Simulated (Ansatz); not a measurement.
Basis-set series for `C=C1C[SiH2]1`. The species carries charge 0 and has multiplicity 1. Geometry: relaxed with PBE0-D4/def2-TZVP.

```csv
functional,basis,functions,energy (Eh),HOMO (eV),LUMO (eV)
PBE0-D4,def2-SVP,90,-406.89911,-7.27,-0.42
PBE0-D4,def2-TZVPP,219,-407.12906,-7.28,-0.58
ωB97M-V,def2-SVP,90,-407.07003,-9.42,1.74
ωB97M-V,def2-TZVPP,219,-407.30759,-9.46,1.51
```

Problem. Give the rows for def2-QZVPP. (Best estimate.)

Solution. Computed: 
```csv
functional,basis,functions,energy (Eh),HOMO (eV),LUMO (eV)
PBE0-D4,def2-QZVPP,421,-407.14537,-7.29,-0.63
ωB97M-V,def2-QZVPP,421,-407.32274,-9.47,1.34
```

Positive LUMOs are unbound and depend on the basis.
